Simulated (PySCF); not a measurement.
Species: C6H10FN.
Structure used (PBE0-D3(BJ)/def2-SVP), in Å, numbered top down from 1:
```
atom  x, y, z in Å
C1     2.309    1.035   -0.449
N2     1.438    0.257   -0.928
C3     1.032   -0.886   -0.151
C4    -0.480   -1.013   -0.012
C5    -1.295   -0.683   -1.285
C6    -1.575    0.723   -0.714
C7    -1.170    0.189    0.657
F8    -0.382    0.992    1.440
H9     2.638    1.908   -1.032
H10    2.769    0.893    0.549
H11    1.386   -1.783   -0.690
H12    1.495   -0.899    0.857
H13   -0.690   -1.986    0.460
H14   -2.200   -1.301   -1.373
H15   -0.739   -0.716   -2.232
H16   -0.822    1.439   -1.070
H17   -2.582    1.152   -0.823
H18   -2.037   -0.123    1.265
```

Computed with TDDFT CAM-B3LYP/def2-SVPD, vertical, gas phase, core orbitals frozen in the response in PySCF.

Transition dipole moments from the ground state, in atomic units and in the frame of the coordinates above (overall signs are arbitrary), for the states with f of 0.002 or more among the lowest 9:

```json
{"state": "S2", "E (eV)": "7.345", "μx": "0.567", "μy": "0.670", "μz": "-0.021"}
{"state": "S3", "E (eV)": "7.508", "μx": "0.386", "μy": "0.123", "μz": "0.301"}
{"state": "S5", "E (eV)": "7.982", "μx": "0.070", "μy": "0.120", "μz": "-0.021"}
{"state": "S6", "E (eV)": "8.042", "μx": "-0.351", "μy": "-0.197", "μz": "0.122"}
{"state": "S7", "E (eV)": "8.121", "μx": "0.373", "μy": "0.070", "μz": "0.205"}
{"state": "S8", "E (eV)": "8.221", "μx": "-0.096", "μy": "0.118", "μz": "-0.375"}
{"state": "S9", "E (eV)": "8.367", "μx": "-0.314", "μy": "0.230", "μz": "-0.088"}
```

Question: Work out the oscillator strengths.

Answer: f = (2/3) ΔE |μ|² with ΔE in hartree (27.2114 eV).

```
state  |μ|² (au)  |μ| (D)      f
   S2      0.771     2.23  0.139
   S3      0.254     1.28  0.047
   S5      0.020     0.36  0.004
   S6      0.177     1.07  0.035
   S7      0.186     1.10  0.037
   S8      0.164     1.03  0.033
   S9      0.159     1.01  0.033
```

Question: Which bond between heavy atoms lies closest to the direction of the S2 transition dipole?

Answer: C1–N2, at 25° from it; next C7–F8 and N2–C3 at 36°.

Question: What angle do the transition dipoles of S7 and S8 make?

Answer: |cos θ| = |μa·μb| / (|μa| |μb|) = 0.60, so θ ≈ 53° (taken between 0 and 90°, since the signs are arbitrary).

Question: What peak molar absorption coefficient would the strongest computed level give as a lone Gaussian band 0.3 eV wide at half height?

Answer: ε(max) = 2.175×10⁸ f / FWHM, with the width in cm⁻¹. S2: 2.175×10⁸ × 0.1388 / 2420 ≈ 12000 L mol⁻¹ cm⁻¹.

All these states lie below the vertical ionisation energy of 9.59 eV (ΔSCF).

The run took 2.5 min wall on one thread of an Arm Neoverse V2, on a shared host.

One conformer stands for the species.
